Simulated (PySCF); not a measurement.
**How methods differ on the ionisation energy of Zn**

Zn [Ar] 3d10 4s2 (1S) → Zn⁺ [Ar] 3d10 4s1 (2S), as a difference of total energies. Calculation: PySCF 2.14, in aug-cc-pVTZ-PP with one added diffuse shell each of s, p, d, f, g type with ECP10MDF (7s7p6d4f3g, 113 functions); scalar relativity through the core potential. Correlated levels: valence: 3s2 3p6 frozen. The calculations carry no spin-orbit coupling.

```csv
method,ionisation energy (eV)
UHF,7.793
LDA,9.911
PBE,9.564
PBE0,9.253
r2SCAN,9.437
M06,9.817
wB97X-V,9.217
LC-wPBE,9.100
```

Q: Estimate what MP2 (valence) gives.

A: 9.221 eV, closest to wB97X-V among the rows shown.

Q: Estimate what SCS-MP2 (valence) gives.

A: 9.237 eV, closest to PBE0 among the rows shown.

Errors of the correlated levels include the incompleteness of this basis and the frozen core.

MP2 underrates the near-degeneracy of ns² with np² in the lower species.

For comparison: 9.394 eV (measured; NIST Atomic Spectra Database, ionization energies).
